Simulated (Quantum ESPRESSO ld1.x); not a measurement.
The numbers below are computed, except where a source is named.
One sound ld1.x (Quantum ESPRESSO 7.5) input for the strontium ion Sr3+ gives E = -3127.2288 hartree in 25 iterations:

```
 &input
    zed=38.0,
    iswitch=1,
    rel=0,
    lsd=1,
    dft='PZ',
    config='[Ar] 3d10 4s2 4p5',
    verbosity='high',
    prefix='ld1',
    max_out_wfc=37,
    file_charge='ld1.rho',
 /
```

Changed or added lines, one case at a time, and what came of them:

- config='[Ar] 3d10 4s2 4p5 4p5': refused. The program stops in occ_spin with "wrong occupations": a shell may stand twice only as spin up and down (lsd = 1) or as its two j (rel = 2, l > 0), within their capacities.
- config='[Ar] 3d10 4s2 4p5 3f1': refused. The program stops in el_config with "main/angular quantum number mismatch": l must be smaller than n.
- rmax=1.0: not converged. The mesh cuts the orbital tails; the cycle ends with warnings and the numbers are not to be used.
- tr2=1e-22: usable despite the warning. The threshold lies below the rounding noise, so the cycle runs to its limit and warns, but the energy differs from the sound run by less than 1e-5 hartree.
- atom='Jo' (without zed): crashed. The symbol names no element; the program warns, takes a nuclear charge of zero and dies without a result.
- config='[Ar] 3d10 4s2 4p5 5g1': refused. The program stops in el_config with "l not found:G": the config string knows s, p, d and f alone.
- dft='SCANN': refused. The program stops in set_dft_from_name with "libxc needed for this functional": the name is not a functional that the program knows.
